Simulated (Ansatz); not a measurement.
`C=C[SiH](Cl)N[SiH2]Cl`, relaxed with RKS PBE0-D4/def2-TZVP in Ansatz from a GFN2-xTB geometry. The force threshold is 0.005 eV/Å; the program also tests the step.

Total charge 0; spin multiplicity 1.

Start:

```xyz
14

C     1.010   -0.811   -2.196
C     0.162   -0.090   -1.480
Si    0.652    1.055   -0.072
Cl    0.439    2.991   -0.624
N    -0.458    0.827    1.245
Si   -1.193   -0.616    1.853
Cl    0.036   -2.135    1.414
H     2.072   -0.779   -2.017
H     0.687   -1.465   -2.991
H    -0.897   -0.168   -1.704
H     2.030    0.856    0.370
H    -0.748    1.674    1.708
H    -2.473   -0.872    1.195
H    -1.321   -0.468    3.298
```

(1) How much energy does the relaxation release, and in how many steps? (An estimate is asked.)

(2) Which bonds change most? (Best estimate.)

(3) Give the relaxed structure. (An estimate is asked.)

## Answers

(1) Ansatz gave: 20.57 kJ/mol, in 18 steps.

(2) Computed: Si6–Cl7 from 2.003 to 2.063 Å; Si3–Cl4 from 2.024 to 2.061 Å; C2–Si3 from 1.879 to 1.844 Å; Si6–H14 from 1.458 to 1.479 Å.

(3) The calculation gave: 
```xyz
14

C     0.848   -0.855   -2.030
C     0.019    0.031   -1.485
Si    0.587    1.166   -0.148
Cl    0.168    3.128   -0.624
N    -0.231    0.782    1.317
Si   -1.105   -0.642    1.693
Cl    0.120   -2.259    2.071
H     1.884   -0.937   -1.712
H     0.535   -1.537   -2.815
H    -1.008    0.080   -1.841
H     2.060    1.090   -0.008
H    -0.035    1.386    2.104
H    -1.957   -1.034    0.553
H    -1.883   -0.400    2.927
```
